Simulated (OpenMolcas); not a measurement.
**O5+: effect of the IPEA shift**

```yaml
Program: OpenMolcas
Basis: ANO-RCC-VTZP [4s3p2d1f]
Scalar_Hamiltonian: DKH2, point nucleus
Active_space: 1 electron in 4 orbitals (2s 2p)
State_averaging: 2S+1 = 2 even, 1 root; 2S+1 = 2 odd, 3 roots
Spin-orbit_coupling: RASSI with atomic mean-field integrals over the reference wave functions, term energies averaged over their components
```

Methods on the same reference wave functions:
A. CASSCF
B. SS-CASPT2, IPEA 0 Eh, imaginary shift 0.1 Eh (closed shells correlated: 1s)
C. SS-CASPT2, IPEA 0.25 Eh, imaginary shift 0.1 Eh (closed shells correlated: 1s)

Energies in cm⁻¹ above 2s ²S_1/2, the measured ground level; measured values from Moore, Selected Tables of Atomic Spectra, NSRDS-NBS 3, section 8.

| Level | A | B | C | Measured |
| --- | --- | --- | --- | --- |
| 2s ²S_1/2 | 0.0 | 0.0 | 0.0 | 0.0 |
| 2p ²P°_1/2 | 97835 | 97574 | 97576 | 96375 |
| 2p ²P°_3/2 | 98319 | 98058 | 98059 | 96908 |

Deviations, from unrounded energies. A percentage is the sum of absolute deviations over the sum of measured energies, with the sign that they share, or ± where signs differ.

| Against measurement | Levels | A | B | C |
| --- | --- | --- | --- | --- |
| mean absolute deviation (cm-1) | 2 | 1400 | 1200 | 1200 |
| other configurations (%) | 2 | +1.5 | +1.2 | +1.2 |

B, C lie about equally close to measurement and A furthest from it. The largest miss of B in the table is 2p ²P°_1/2, by +1200 cm-1. The ranking rests on the paired levels alone, and a cruder setting can come out closer through cancelling errors.

Between B and C no level of the table moves by more than 5 cm-1.

The lowest spin-free term lies below A's lowest term by 0.003 hartree in B, 0.003 hartree in C.

With one active electron the reference holds no correlation, so core polarisation is missing (holds for A). With one active electron, CASPT2 adds the correlation within the correlated inactive shells and between them and that electron, and leaves the splitting within a term as the reference gives it (holds for B; C). Computed and measured levels are paired by configuration, term and J; levels that our copy of the source lacks, or whose pairing is in doubt (as where it misses far off the trend of its configuration), stay unpaired and out of the deviations. Only configurations of the active space appear.

° marks odd parity.
